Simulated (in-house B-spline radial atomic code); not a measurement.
Whole-atom quantities along the 27-electron series, configuration 1s2 2s2 2p6 3s2 3p6 3d3/2(4) 3d5/2(5). Breit and QED terms are first order and not part of the total energy; the density at the nucleus is averaged over the nuclear charge. Computed with a radial B-spline atomic code at the basis-set limit: Dirac-Hartree-Fock, jj configuration that fills j = l - 1/2 first, finite nuclei.

```
  ion   Z  E/Z² (Eh)  Σ<r²> (bohr²)  n(0)/Z³ (bohr⁻³)  Lamb diamagnetic shielding (ppm)  repulsion over attraction  Breit energy (eV)  self-energy (eV)  vacuum polarisation (eV)
Sb24+  51    -2.3824         1.9585            1.5048                           4946.75                    0.10311             124.33            97.101                   -12.587
Te25+  52    -2.3959         1.8542            1.5463                           5068.32                    0.10128             132.67            104.01                   -13.685
 I26+  53    -2.4093         1.7579            1.5925                           5190.72                   0.099509             141.41            111.29                   -14.862
Xe27+  54    -2.4223         1.6689            1.6392                           5313.98                   0.097786             150.53            118.94                   -16.119
Cs28+  55    -2.4352         1.5863            1.6891                           5438.13                    0.09611             160.05            126.98                   -17.463
Ba29+  56    -2.4478         1.5097            1.7402                            5563.2                   0.094481             169.99            135.42                   -18.899
La30+  57    -2.4602         1.4383            1.7948                           5689.22                   0.092897             180.35            144.29                   -20.432
Ce31+  58    -2.4724         1.3719            1.8515                           5816.23                   0.091354             191.14             153.6                   -22.067
Pr32+  59    -2.4845         1.3098            1.9115                           5944.27                   0.089853             202.38            163.36                   -23.811
Nd33+  60    -2.4964         1.2517            1.9738                           6073.36                    0.08839             214.07            173.59                    -25.67
Pm34+  61    -2.5081         1.1974            2.0362                           6203.54                   0.086966             226.23            184.31                   -27.649
Sm35+  62    -2.5198         1.1464            2.0945                           6334.84                   0.085577             238.87            195.54                   -29.752
Eu36+  63    -2.5312         1.0984            2.1643                           6467.34                   0.084223                252            207.31                   -31.995
Gd37+  64    -2.5426         1.0534            2.2356                           6601.06                   0.082903             265.63            219.62                    -34.38
Tb38+  65    -2.5539         1.0109            2.3271                           6736.11                   0.081613             279.78             232.5                   -36.929
Dy39+  66    -2.5651        0.97093            2.3914                           6872.35                   0.080356             294.44            245.97                   -39.618
Ho40+  67    -2.5762        0.93315            2.4818                           7010.04                   0.079127             309.66            260.06                   -42.493
Er41+  68    -2.5872        0.89745            2.5672                            7149.1                   0.077927             325.42            274.79                   -45.542
Tm42+  69    -2.5982        0.86367             2.668                           7289.67                   0.076753             341.75            290.19                   -48.791
Yb43+  70    -2.6091        0.83168            2.7565                           7431.68                   0.075606             358.66            306.28                   -52.228
Lu44+  71      -2.62        0.80135            2.8531                           7575.28                   0.074485             376.17            323.09                   -55.882
Hf45+  72    -2.6308        0.77257             2.969                           7720.59                   0.073386             394.28            340.65                   -59.778
Ta46+  73    -2.6416        0.74523            3.0863                           7867.57                   0.072311             413.03               359                   -63.911
 W47+  74    -2.6524        0.71924            3.2076                           8016.31                   0.071258             432.41            378.17                   -68.299
```

Question: With what power of Z does the column «Breit energy (eV)» change over this range?

Answer: A fit of the logarithm of its size against log Z from Z = 51 to 74 has slope 3.35.
